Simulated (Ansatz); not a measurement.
The cluster Nb₃, 3 atoms. Hardware: 4 threads of Arm Neoverse V2 on a shared host.

In the def2 sets Nb takes a core potential; there is no spin–orbit coupling. Correlated methods freeze no core orbitals; core or outer-core shells of Nb are correlated, in sets that lack core-valence functions. In CCSD on the charge 0 quartet the largest single amplitude is 0.35, so its Hartree–Fock determinant may place the open shell otherwise than the density functionals do.

(1) How many basis functions does each of these Ansatz runs have, and roughly what does it cost? CCSD(T)/def2-TZVP, charge 0 quartet, energy, from earlier orbitals; PBE0-D4/def2-TZVPD, charge 0 doublet, energy, from earlier orbitals; RPA@PBE/def2-TZVP, charge 0 quartet, energy, from earlier orbitals; ωB97X-V/def2-TZVP, charge 0 doublet, energy, from earlier orbitals; PBE0-D4/def2-TZVPD, charge -1 triplet at the geometry of the charge 0 doublet, energy; r2SCANh-D4/def2-TZVP, charge 0 quartet, energy, from earlier orbitals; r2SCAN-D4/def2-TZVP, charge 0 quartet, energy, from earlier orbitals; r2SCAN-D4/def2-TZVP, charge 0 quartet, relaxation, 6 steps; HSE06-D4/def2-TZVP, charge 0 quartet, energy, from earlier orbitals; r2SCAN0-D4/def2-TZVP, charge 0 quartet, energy, from earlier orbitals; PBE-D4/def2-TZVP, charge 0 doublet, energy, from earlier orbitals; CCSD(T)/def2-TZVPD, charge -1 singlet at the geometry of the charge 0 doublet, energy, from earlier orbitals.

Answers

(1) Other jobs shared the machine, so times can vary by a factor of up to 3. A dash marks memory too small to be measured apart from the calling script's.

```json
{"run": "PBE-D4/def2-TZVP, charge 0 doublet, energy, from earlier orbitals", "functions": "120", "fitting or Cholesky vectors": "954", "wall time": "3.3 s", "peak host memory (GiB)": "–"}
{"run": "RPA@PBE/def2-TZVP, charge 0 quartet, energy, from earlier orbitals", "functions": "120", "fitting or Cholesky vectors": "1071", "wall time": "5.5 s", "peak host memory (GiB)": "–"}
{"run": "PBE0-D4/def2-TZVPD, charge 0 doublet, energy, from earlier orbitals", "functions": "120", "fitting or Cholesky vectors": "1113", "wall time": "6.5 s", "peak host memory (GiB)": "–"}
{"run": "HSE06-D4/def2-TZVP, charge 0 quartet, energy, from earlier orbitals", "functions": "120", "fitting or Cholesky vectors": "1113", "wall time": "8.5 s", "peak host memory (GiB)": "–"}
{"run": "PBE0-D4/def2-TZVPD, charge -1 triplet at the geometry of the charge 0 doublet, energy", "functions": "120", "fitting or Cholesky vectors": "1113", "wall time": "11 s", "peak host memory (GiB)": "–"}
{"run": "r2SCAN-D4/def2-TZVP, charge 0 quartet, energy, from earlier orbitals", "functions": "120", "fitting or Cholesky vectors": "954", "wall time": "17 s", "peak host memory (GiB)": "–"}
{"run": "r2SCANh-D4/def2-TZVP, charge 0 quartet, energy, from earlier orbitals", "functions": "120", "fitting or Cholesky vectors": "954", "wall time": "20 s", "peak host memory (GiB)": "–"}
{"run": "r2SCAN0-D4/def2-TZVP, charge 0 quartet, energy, from earlier orbitals", "functions": "120", "fitting or Cholesky vectors": "1113", "wall time": "36 s", "peak host memory (GiB)": "–"}
{"run": "ωB97X-V/def2-TZVP, charge 0 doublet, energy, from earlier orbitals", "functions": "120", "fitting or Cholesky vectors": "1026", "wall time": "39 s", "peak host memory (GiB)": "0.71"}
{"run": "r2SCAN-D4/def2-TZVP, charge 0 quartet, relaxation, 6 steps", "functions": "120", "fitting or Cholesky vectors": "954", "wall time": "46 s", "peak host memory (GiB)": "–"}
{"run": "CCSD(T)/def2-TZVP, charge 0 quartet, energy, from earlier orbitals", "functions": "120", "fitting or Cholesky vectors": "1071", "wall time": "50 s", "peak host memory (GiB)": "1.4"}
{"run": "CCSD(T)/def2-TZVPD, charge -1 singlet at the geometry of the charge 0 doublet, energy, from earlier orbitals", "functions": "120", "fitting or Cholesky vectors": "1071", "wall time": "83 s", "peak host memory (GiB)": "0.96"}
```
